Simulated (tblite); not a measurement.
**Question.** Write Cartesian coordinates for `O1[SiH2]C(=C)[Si@](C1)(Cl)C` as optimised with GFN2-xTB.

**Answer.** 
```
atom  x, y, z in Å
C1    -1.603   -1.737    0.255
C2    -0.997   -0.615   -0.111
Si3   -1.823    1.015   -0.624
O4    -0.526    1.977   -0.803
C5     0.801    1.492   -0.838
Si6    0.867   -0.331   -0.221
C7     1.811   -0.492    1.421
Cl8    1.764   -1.489   -1.634
H9    -1.057   -2.630    0.528
H10   -2.678   -1.819    0.293
H11   -2.528    0.861   -1.897
H12   -2.626    1.621    0.432
H13    1.170    1.587   -1.864
H14    1.403    2.162   -0.219
H15    2.860   -0.243    1.296
H16    1.759   -1.510    1.795
H17    1.398    0.162    2.182
```

Orientation and origin are arbitrary. Atoms count from 1 in this order. O4 (silyl ether oxygen) is bent (angle 123.3°). The 5-membered ring C2–Si3–O4–C5–Si6 has internal angles of 97.3° to 123.3° (sum 539°, against 540° for a flat polygon); it is slightly puckered (a soft mode that the optimisation may not have finished), 0.05 Å rms from its mean plane, widest ring torsion 14°. Si3 (oxygen-bound silicon) is distorted tetrahedral (angles from 101.0° to 114.1°). Si6 (chlorine-bound silicon) is distorted tetrahedral (angles from 97.3° to 115.3°).

Bonds between heavy atoms (Å): C1=C2 1.327, C2–Si3 1.898, Si3–O4 1.625, O4–C5 1.413, C5–Si6 1.925, Si6–C7 1.900, Si6–Cl8 2.035, C2–Si6 1.889.

Structure optimised with GFN2-xTB, isolated species.

Point group: C1 (no symmetry element, even within 0.4 Å). Its GFN2-xTB frequencies are all real (lowest 33 cm⁻¹). The numbers are those of one conformer (C1–C2–Si3–O4 175°, C2–Si3–O4–C5 12°, Si3–O4–C5–Si6 -14°, O4–C5–Si6–C7 -113°).

All values are computed, not measured.
